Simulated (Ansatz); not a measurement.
Frontier orbitals of H6NPSi2, SMILES `[SiH3]N1[SiH2]P1`.

```xyz
10

Si    0.752    0.818    1.220
N     0.235   -0.176   -0.079
Si   -0.527   -0.318   -1.602
P    -0.156   -1.913   -0.159
H     1.867    0.151    1.943
H     1.206    2.118    0.661
H    -0.344    1.072    2.197
H     0.322   -0.154   -2.802
H    -1.869    0.288   -1.763
H    -1.486   -1.886    0.384
```

Total charge 0; spin multiplicity 1. The geometry is a stationary point of PBE0-D4/def2-TZVP. Basis def2-TZVPP, the Gaussian-basis code of Ansatz.

Orbital energies of one run (eV). Highest occupied ones, from the top: -5.80, -6.56, -7.50, -8.07, -8.52, -9.30, -9.80, -10.41, -12.25, -13.35, -15.29, -21.57, -94.21, -94.22. Empty: -1.54, -1.32, -0.23, 0.32, 0.55, 0.58.

Question: Which functional gave them?
A. PBE0
B. r2SCANh
C. B3LYP
D. revPBE

Answer: D. HOMO energies: revPBE -5.80, B3LYP -6.76, r2SCANh -6.49, PBE0 -6.98 eV.

B3LYP here is the variant with VWN-RPA as its local correlation; programs differ in this.
